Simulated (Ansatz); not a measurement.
The same redistribution along the group Ti, Zr, Hf.

Computed with Ansatz on PBE0-D4/def2-TZVP structures; ΔE is electronic, products minus reactants. CCSD(T)/CBS adds triple-zeta CCSD(T) − MP2 to the extrapolated MP2 energy (def2 sets, frozen cores). def2 core potentials past Kr. For Hf, Ti, Zr outer-core shells are correlated without core-valence functions, which leaves a few kJ/mol of doubt a bond. Scalar relativity is left out up to krypton. Each species was taken in one conformer, which may not be the lowest.

| reaction | MP2/CBS(def2) (kJ/mol) | CCSD(T)/CBS(def2) (kJ/mol) |
| --- | --- | --- |
| `[SH][Ti]([SH])([SH])[Cl]` + `N[SiH](N)Cl` → `[SH][Ti]([SH])([Cl])[Cl]` + `N[SiH](N)S` | -1 | -5 |
| `[SH][Zr]([SH])([SH])[Cl]` + `N[SiH](N)Cl` → `[SH][Zr]([SH])([Cl])[Cl]` + `N[SiH](N)S` | -16 | -18 |
| `[SH][Hf]([SH])([SH])[Cl]` + `N[SiH](N)Cl` → `[SH][Hf]([SH])([Cl])[Cl]` + `N[SiH](N)S` | -18 | -20 |

Largest T1 diagnostic: 0.028, for `[SH][Ti]([SH])([SH])[Cl]`, so its coupled-cluster energy is less sure.
